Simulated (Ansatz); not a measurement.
`[NH2][Cd][OH]` + HBr → `[OH][Cd][Br]` + NH₃ at 700 K and 1 bar (ligand exchange at a Cd–N bond).

Program: Ansatz. Geometries: PBE0-D4/def2-TZVP. ΔE: electronic, gas phase. CCSD(T)/CBS is the MP2 limit (def2-TZVPP, def2-QZVPP) plus CCSD(T) − MP2 in def2-TZVPP, frozen cores. This one scheme is used for every species. Elements past krypton have def2 core potentials. For Br, Cd outer-core shells are correlated without core-valence functions, which leaves a few kJ/mol of doubt a bond. Scalar relativity is left out up to krypton. One conformer a species, not always the lowest.

```csv
species,CCSD(T)/CBS energy (Eh),H − E (kJ/mol),S (J/(mol·K))
`[NH2][Cd][OH]`,-299.39515,150.8,380.3
HBr,-2573.91920,36.5,223.7
`[OH][Cd][Br]`,-2816.86459,77.8,369.0
NH₃,-56.50880,116.9,226.5
```

H − E and S are ideal-gas, rigid-rotor, harmonic terms from PBE0-D4/def2-TZVP, for one conformer and one mirror image of each species. 1 Eh = 2625.50 kJ/mol, R = 8.31446 J/(mol·K).

Q: By hand: ΔE, ΔH, ΔS and ΔG.

A: ΔE = (-2816.86459) + (-56.50880) − (-299.39515) − (-2573.91920) = -0.05904 Eh = -155.0 kJ/mol. Δ(H − E) = 77.8 + 116.9 − 150.8 − 36.5 = 7.4, so ΔH = -147.6 kJ/mol. ΔS = 369.0 + 226.5 − 380.3 − 223.7 = -8.5 J/(mol·K). ΔG = -147.6 − 700 × (-8.5)/1000 = -141.7 kJ/mol.

Q: By hand: the equilibrium constant, and the temperature at which ΔG would vanish if ΔH and ΔS stayed fixed.

A: log₁₀ K = −ΔG/(RT ln 10) = 10.6. ΔG = 0 at ΔH/ΔS = 17365 K, far beyond where these terms or the molecules hold.

The number of gas molecules stays the same, so ΔS is small and ΔH decides. A doubt of 5 kJ/mol in ΔE shifts log₁₀ K by 0.4 here. Other conformers and mirror images would add mixing entropy, several J/(mol·K) or more a flexible species. These are equilibria of isolated gas molecules and say nothing of rates. Largest T1 diagnostic: 0.016 (customary marks: 0.02 for closed shells, 0.045 for open ones).
